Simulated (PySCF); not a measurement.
C3H3F3.

```xyz
9

F     -1.2002     0.2033     1.4082
C     -0.2143    -0.4375     0.7525
C     -0.2143    -0.4375    -0.7525
F     -1.2002     0.2033    -1.4082
C      0.7708     0.3899     0.0000
F      2.0776     0.0529     0.0000
H      0.1379    -1.3466     1.2536
H      0.1379    -1.3466    -1.2536
H      0.5756     1.4691     0.0000
```

Geometry optimised at PBE0-D3(BJ)/def2-SVP. The structure was generated by enumeration; whether it is a known compound was not checked.

Method: KT2/pcSseg-1 (PySCF). Non-relativistic, no solvent.

Computed absolute GIAO shielding of each atom: isotropic value and principal components (ppm):
```tsv
atom	σ(iso)	σ11	σ22	σ33	span
F1	416.9	382.9	425.4	442.3	59.4
C2	107.2	66.0	82.0	173.5	107.5
C3	107.2	66.0	82.0	173.5	107.5
F4	416.9	382.9	425.4	442.3	59.4
C5	108.2	64.4	76.1	184.2	119.8
F6	401.9	380.3	386.5	438.9	58.6
H7	26.8	22.7	26.9	30.8	8.2
H8	26.8	22.7	26.9	30.8	8.2
H9	26.6	22.6	27.5	29.6	7.0
```
